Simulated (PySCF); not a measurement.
**Assignment exercise: C6H10O2S**

Atom-mapped SMILES (the numbers label the heavy atoms): `[O:1]=[S:2]1(=[O:3])[C@H:4]2[CH2:5][CH2:6][C@@H:7]1[CH2:8][CH2:9]2`. Each H is labelled by its parent atom. Ha(C8), Ha(C9) are cis to C5 on the ring; Ha(C5), Ha(C6) are cis to C8 on the ring; Hb(C8), Hb(C9) are trans to C5 on the ring; Hb(C5), Hb(C6) are trans to C8 on the ring.

[PySCF 2.14.0 with density-fitted response routines: σ from GIAO-KT3/pcSseg-1; geometry from PBE0-D3(BJ)/def2-SVP; non-relativistic; no solvent; one conformer; equivalent nuclei averaged]

Chemical shifts δ = σref − σ; 13C (σ = 182.31 ppm) and 1H (σ = 31.32 ppm) vs TMS, all at this level.

**Question.** Assign these signals to the numbered atoms. 13C{1H} NMR (computed): δ 56.4, 28.4.

**Answer.** 
56.4 → C4/C7, sp3 CH bonded to S
28.4 → C5/C6/C8/C9, sp3 CH2 in a ring: a saturated carbon with 2 carbon neighbours and no heteroatom attached

**Question.** Assign these signals to the numbered atoms. 1H NMR (500 MHz, computed): δ 2.32 (m, 2H), 2.25 (m, 4H), 1.41 (m, 4H).

**Answer.** 
| δ (ppm) | atoms | environment | reason |
| --- | --- | --- | --- |
| 2.32 | H(C4)/H(C7) | hydrogen on an sp3 CH bonded to S | – |
| 2.25 | Hb(C5)/Hb(C6)/Hb(C8)/Hb(C9) | hydrogen on an sp3 CH2 in a ring | – |
| 1.41 | Ha(C5)/Ha(C6)/Ha(C8)/Ha(C9) | hydrogen on an sp3 CH2 in a ring | – |

H(C4)/H(C7) and Hb(C5)/Hb(C6)/Hb(C8)/Hb(C9) lie closer than the usual error of such a calculation, so a measured spectrum could show them in the other order.

Shifts are as computed, not scaled to solution data. Of 1211 compounds with measured shifts, 218 miss one by over three times the rms of a fit or turn the order of signals round; such compounds aren't used in these exercises. Multiplicities follow the n + 1 count of equivalent neighbours, as no J values were calculated; m marks all less simple cases, F and P coupling included.
